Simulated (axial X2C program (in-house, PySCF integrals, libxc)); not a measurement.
**Bond lengths and stretching modes, held linear, of BeCN⁻**

Computed with an axial X2C code built on PySCF integrals: two-component X2C with atomic mean-field Coulomb and Gaunt terms, Gaussian nuclei, basis Be dyall-v3z, C dyall-v3z, N dyall-av3z with contracted cores. Spin-free rows use the one-electron spin-free X2C Hamiltonian.

Masses Be 9.012, C 12.000, N 14.003 u. States: 2c Ω = 0 (all partner blocks equally filled); spin-free M_S = 0, Λ = 0 (closed shell).

MP2, 2c: energies above the lowest point

```tsv
r(Be–C) (Å)	r(C–N) (Å)	E (meV)
1.7530	1.1310	141.43
1.7530	1.1600	29.14
1.7530	1.1890	11.73
1.7980	1.1310	131.22
1.7980	1.1600	18.16
1.7980	1.1890	0.00
1.7980	1.2180	59.32
1.8429	1.1310	138.40
1.8429	1.1600	24.49
1.8429	1.1890	5.52
1.8879	1.1600	44.32
1.8879	1.2180	82.15
```

**Question.** Fit a quadratic surface with cubic terms in each bond: where is the minimum, and what are the two stretching wavenumbers?

**Answer.** At MP2, 2c: bonds 1.804 and 1.181 Å; harmonic stretches 571.4 and 2067.1 cm⁻¹; force constants 1.33, 15.7 and coupling -0.10 mdyn/Å.

The other levels and Hamiltonians give:

| Hamiltonian | level | r(Be–C) (Å) | r(C–N) (Å) | lower stretch (cm⁻¹) | upper stretch (cm⁻¹) |
| --- | --- | --- | --- | --- | --- |
| 2c | PBE0 | 1.796 | 1.159 | 573.3 | 2263.9 |
| 2c | HF | 1.807 | 1.138 | 588.3 | 2437.9 |
| 2c | BHandHLYP | 1.785 | 1.146 | 590.2 | 2344.1 |
| spin-free | PBE0 | 1.795 | 1.159 | 573.5 | 2264.2 |
| spin-free | HF | 1.807 | 1.138 | 588.5 | 2438.2 |
| spin-free | BHandHLYP | 1.785 | 1.146 | 590.3 | 2344.3 |
| spin-free | MP2 | 1.804 | 1.180 | 571.6 | 2067.4 |

Each state is one determinant, the lowest of a limited PBE0 search; the stretches come from a fit to these few points and carry an uncertainty of a few per cent. Other orders of the atoms were not compared. MP2 freezes inner shells (threshold -2 hartree). For an anion the highest level of a functional can be positive, and the basis then holds the extra electron. The molecule was held linear; bending was not examined, so a bent shape may lie lower.
